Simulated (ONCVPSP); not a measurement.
## Before and after: ONCV potential for Ta

ONCVPSP 4.0.1 input, shortened (lines: element, Z, core and valence counts, functional; n l f; lmax; l rc ep ncon nbas qcut; lloc lpopt rc5 dvloc0; l nproj debl; icmod fcfact rcfact), PBE, scalar-relativistic:

```
  Ta 73.00   10    3        4      upf
    1    0    2.00
    2    0    2.00
    2    1    6.00
    3    0    2.00
    3    1    6.00
    3    2   10.00
    4    0    2.00
    4    1    6.00
    4    2   10.00
    4    3   14.00
    5    0    2.00
    5    1    6.00
    5    2    2.00
    2
    0    1.25    0.00    4    7    6.40
    1    1.30    0.00    3    6    6.70
    2    2.90    0.00    4    9    4.90
    4    5    1.20    1.00
    0    2    3.90
    1    2    0.30
    2    2    3.00
    3    5.50    1.45
```

In the p channel the program set the typed energies aside and used -2.468, 0.250 Ha. In the d channel the program set the typed energies aside and used -1.070, 0.050 Ha.

Change: p: nbas 7.

Cutoffs: the cutoffs (Ha) at which the residual kinetic energy of the hardest occupied pseudo-wave falls to 1 and 0.1 mHa per electron; they do not see the model core or the augmentation charge, which bear on the density cutoff. Errors are all-electron minus pseudo energies relative to the spin-unpolarised reference configuration.

What does the change do?

The potential gets harder (63 Ha and 79 Ha → 63 Ha and 98 Ha); the errors of the 4 common tests hardly move; neither file shows a bound ghost.

| quantity | base | changed |
| --- | --- | --- |
| cutoff, loose | 63 Ha | 63 Ha |
| cutoff, tight | 79 Ha | 98 Ha |
| loose cutoff by channel | s 63 Ha, p 32 Ha, d 9.2 Ha | s 63 Ha, p 27 Ha, d 9.2 Ha |
| bound ghosts | none | none |
| GHOST(+) flags under 300 eV | s at 181.0 eV | s at 181.0 eV |
| error for 5s2 5p6 5d3 6s2, meV [ΔE -47.04 eV] | +29 | +29 |
| error for 5s2 5p6 5d3 6s1, meV [ΔE -38.58 eV] | +34 | +34 |
| error for 5s2 5p6 5d3, meV [ΔE -23.60 eV] | +39 | +39 |
| error for 5s2 5p6 5d1, meV [ΔE 35.04 eV] | +53 | +53 |
| s: phases at 1.27 bohr within 0.05 rad from the reference energy up to (Ha; the scan ends near 5) | to the end of the scan | to the end of the scan |
| p: phases at 1.32 bohr within 0.05 rad from the reference energy up to (Ha; the scan ends near 5) | to the end of the scan | to the end of the scan |
| d: phases at 2.94 bohr within 0.05 rad from the reference energy up to (Ha; the scan ends near 5) | 2.6 | 2.6 |
| rms error of d²Exc/dni dnj with the model core, mHa | 1.85 | 1.86 |
